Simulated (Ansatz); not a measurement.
B(Cl)(OMe)(SH) (CH4BClOS), SMILES O(C)B(S)Cl.

Coordinates come from a PBE-D3(BJ)/def2-SVP optimisation. This is a generated structure with no PubChem entry under its InChIKey; it may be hypothetical. The values are those of a single conformer.

Two levels are set side by side: PBE/def2-SVPD (Ansatz, an electronic-structure program) and CAM-B3LYP/def2-SVPD (Ansatz). Energy differences of separate SCF runs at the same geometry; the states with an electron removed or added have multiplicity 2 and 2. Differences are taken from unrounded values.

```csv
quantity,CAM-B3LYP,PBE,PBE minus CAM-B3LYP
vertical ionisation energy (eV),10.37,10.01,-0.36
vertical singlet–triplet gap (eV),6.05,5.63,-0.41
```
